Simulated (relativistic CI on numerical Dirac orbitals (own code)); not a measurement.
# Zn IV: q coefficients and field-shift factors

Method of calculation: Dirac-Coulomb-Breit CI, separate exchange-only KLI orbitals for each configuration, valence Slater integrals scaled by 0.85, P86 correlation energy added to each configuration, derivatives by finite differences, QED left out (own radial code, finite nucleus).

Configuration list (outside the closed core [Ne] 3s2): 3p6 3d9, 3p6 3d8 4s, 3p6 3d8 4p, 3p6 3d8 4d, 3p6 3d7 4s2, 3p6 3d8 4f, 3p5 3d10, 3p6 3d7 4s 4p. Levels of other configurations are missing.

With x = (α/α₀)² − 1 an excitation energy changes as ω = ω₀ + qx; K = 2q/ω₀ is the relative enhancement. Terms are leading LS components, so labels can repeat. The field-shift factor is F = δν/δ⟨r²⟩ for the transition from the lowest level.

Lowest level 3p6 3d9 2D_5/2.

```csv
Level,ω₀ (cm⁻¹),q (cm⁻¹),K,F (GHz/fm²)
3p6 3d9 2D_3/2,2663.3,2619,1.97,0.0149
3p6 3d8 4s 4F_9/2,125884.1,-8596,-0.137,3.64
3p6 3d8 4s 4F_7/2,127496.2,-7181,-0.113,3.65
3p6 3d8 4s 4F_5/2,128891.6,-5734,-0.089,3.66
3p6 3d8 4s 4F_3/2,129841.4,-4863,-0.0749,3.66
3p6 3d8 4s 2F_7/2,133433.6,-7283,-0.109,3.47
3p6 3d8 4s 2F_5/2,135919.7,-5154,-0.0758,3.48
3p6 3d8 4s 2D_5/2,145921.8,-8340,-0.114,3.65
3p6 3d8 4s 2D_3/2,146802.5,-7372,-0.1,3.63
3p6 3d8 4s 4P_3/2,149053.4,-5942,-0.0797,3.69
3p6 3d8 4s 4P_5/2,149236.4,-5284,-0.0708,3.67
3p6 3d8 4s 4P_1/2,149257.6,-6037,-0.0809,3.69
3p6 3d8 4s 2P_3/2,155148.3,-6276,-0.0809,3.51
```

For a near-neutral ion this model can misplace configurations by up to about 10,000 cm⁻¹ (more where the count of f electrons changes) and terms by 10 to 25 % of their spread. Rates follow the energies as ν³ (E1, M1) or ν⁵ (E2), so they and the lifetimes can be off by large factors. The fine structure of a lone outer electron comes out too small, for d and f at times inverted, and misplaced configurations move strength between like terms.
